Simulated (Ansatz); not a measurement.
Job for Ansatz (a first-principles code): R-r2SCAN/def2-TZVPP on C4H4N2 (SMILES N#CCCC#N).

Ansatz 0.2 input:
```yaml
crystal:
  periodic: [false, false, false]
  atoms:
    - {symbol: N, position_ang: [2.95344261, 0.08054946, -0.53377282]}
    - {symbol: C, position_ang: [1.84999884, 0.32428625, -0.32466529]}
    - {symbol: C, position_ang: [0.44189619, 0.60121931, -0.07157949]}
    - {symbol: C, position_ang: [-0.44189443, -0.60124151, -0.46797507]}
    - {symbol: C, position_ang: [-1.85000652, -0.32426800, -0.21499115]}
    - {symbol: N, position_ang: [-2.95344969, -0.08047275, -0.00595565]}
    - {symbol: H, position_ang: [0.14572915, 1.48685603, -0.63604618]}
    - {symbol: H, position_ang: [0.30860106, 0.83227006, 0.98650124]}
    - {symbol: H, position_ang: [-0.14577023, -1.48686320, 0.09653427]}
    - {symbol: H, position_ang: [-0.30854699, -0.83233565, -1.52603880]}
basis:
  gaussian:
    orbitals: def2-TZVPP
hamiltonian:
  xc: {name: r2SCAN}
scf: {lower_state_search: off}
```

Predict the final total energy.

-264.2458 hartree.

How many basis functions does it have, and what does it roughly cost on one machine?

242 functions; around 6 core-seconds (rough).
